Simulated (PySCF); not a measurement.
## Threshold energies of AsO in a plasma

PBE0 in PySCF with def2-TZVPPD on every atom, for the lowest determinant that a PBE0 search found; no spin–orbit coupling.

| species | state (unpaired electrons) | Re (Å) | ωe (cm⁻¹) | energy of the minimum from the neutral (eV) | De (eV) | dissociates to |
| --- | --- | --- | --- | --- | --- | --- |
| AsO | doublet (π ↑) | 1.615 | 1033 | 0.00 | 4.77 | As + O |
| AsO⁺ | singlet (closed shell) | 1.558 | 1185 | 8.44 | 6.29 | As⁺ + O |
| AsO⁻ | triplet (π ↑↑) | 1.688 | 858 | -1.39 | 4.77 | As + O⁻ |

Q: Work out the lowest energy to break AsO into atoms, from its vibrational ground state.

A: D0 = De − ωe/2 = 4.77 − 0.06 = 4.71 eV (PBE0/def2-TZVPPD).

Q: Work out the ionisation energy of the As atom at this level and the threshold of dissociative ionisation.

A: IE(As) = 8.44 + 6.29 − 4.77 = 9.96 eV, so As⁺ + O + e⁻ appears at D0 + IE(As) = 14.67 eV (PBE0/def2-TZVPPD). The measured IE(As) is 9.789 eV (NIST ASD).

Q: Work out the electron affinity of the O atom and the threshold of dissociative attachment.

A: EA(O) = 4.77 − 4.77 − (-1.39) = 1.39 eV, so As + O⁻ needs D0 − EA(O) = 3.32 eV (PBE0/def2-TZVPPD). The measured EA(O) is 1.461 eV.

Q: At which energy does ion-pair formation open?

A: As⁺ + O⁻ lies at D0 + IE(As) − EA(O) = 13.28 eV (PBE0/def2-TZVPPD).

These are thermodynamic thresholds; the onsets seen under electron impact lie higher where the geometry changes, and cross-sections peak well above them.

Spin–orbit coupling is left out. For an ion De counts to the pair picked by the measured ionisation energies or electron affinities, which need not be the lowest pair at this level. The highest Kohn–Sham level is positive in this anion. Much of that is self-interaction error, but it also means that the finite basis helps to hold the extra electron. States were picked by a PBE0 search and need not be the measured ground states.
